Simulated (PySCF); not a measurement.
# Correlation energy of C⁺ (carbon, charge +1)

[He] 2s2 2p1, 2P determinant. All numbers are calculated (PySCF 2.14, no relativity, point nucleus, in def2-TZVP). Frozen: 1s2; 3 electrons correlated.

MP2 pair energies summed by pair of shells (mhartree):

| pair | energy | share (%) |
| --- | --- | --- |
| 2s-2s | -28.58 | 57.2 |
| 2s-2p | -21.35 | 42.8 |

Total MP2 correlation energy: -49.93 mhartree.

Same-spin part -3.31 and opposite-spin part -46.62 mhartree; SCS-MP2 scales them by 1/3 and 6/5 to -57.05 mhartree.

```json
{"level": "CCSD", "correlation energy (mhartree)": "-73.89"}
{"level": "(T)", "correlation energy (mhartree)": "-1.14"}
{"level": "CCSD(T)", "correlation energy (mhartree)": "-75.03"}
```

Diagnostics: T1 = 0.0093, D1 = 0.0178, largest double amplitude 0.132.

Task: Is a single reference adequate?

Result: Mostly. T1 lies below 0.03, but a double amplitude of this size points to a near-degeneracy that CCSD handles and MP2 describes poorly.
